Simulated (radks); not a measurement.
Results of a calculation; reference values are marked as such.
All-electron atom: W XXVIII in [Kr] 4d10 4f1.

Level of theory: scalar-relativistic Kohn-Sham, exchange-only LDA, spin-polarised, spherical densities, point nucleus; open shells are filled with parallel spins first (spin-orbit coupling, left out, can overturn this in heavy ions) (a radial shooting solver on a logarithmic mesh with Libxc functionals).

Energy parts (eV):
total: -429770.91
kinetic: 474622.87
electron-nucleus: -1018737.54
Hartree: 121720.61
exchange: -7376.84

Orbitals (lengths in bohr, moments of r in powers of bohr; <r^-3> diverges for s and p1/2; r(90%) holds 90 % of the orbital's charge):
orbital	occ.	eigenvalue (eV)	<r>	r(90%)	<r^-3>
1s down	1	-70340.41	0.01835	0.0334	-
1s up	1	-70340.41	0.01835	0.0334	-
2s up	1	-12894.15	0.07764	0.120	-
2s down	1	-12894.09	0.07763	0.120	-
2p up	3	-11392.80	0.06949	0.113	19720
2p down	3	-11392.75	0.06949	0.113	19720
3s up	1	-3674.850	0.2007	0.294	-
3s down	1	-3673.624	0.2007	0.294	-
3p up	3	-3230.010	0.2008	0.300	4425
3p down	3	-3228.785	0.2007	0.300	4428
3d up	5	-2719.144	0.1818	0.282	567.3
3d down	5	-2718.192	0.1817	0.282	567.6
4s up	1	-1409.251	0.4264	0.606	-
4s down	1	-1407.384	0.4265	0.607	-
4p up	3	-1253.176	0.4444	0.638	1222
4p down	3	-1251.384	0.4445	0.638	1221
4d up	5	-1059.755	0.4531	0.664	146.6
4d down	5	-1057.988	0.4533	0.664	146.4
4f up	1	-852.9676	0.4378	0.662	32.76
4f down	0	-851.0166	0.4382	0.663	32.73
5s up	0	-722.7132	0.7846	1.09	-
5s down	0	-721.7136	0.7851	1.09	-
5p up	0	-659.1659	0.8249	1.15	442.7
5p down	0	-658.2358	0.8256	1.15	441.8

The highest occupied level is 4f up at -852.97 eV. For comparison, the ionisation energy in NIST's Atomic Spectra Database is 881 eV (semi-empirical). In exact Kohn-Sham theory the highest level is minus the ionisation energy, but local and semilocal functionals leave it too shallow, through self-interaction and a potential that decays too fast; potentials with the right tail come closer.
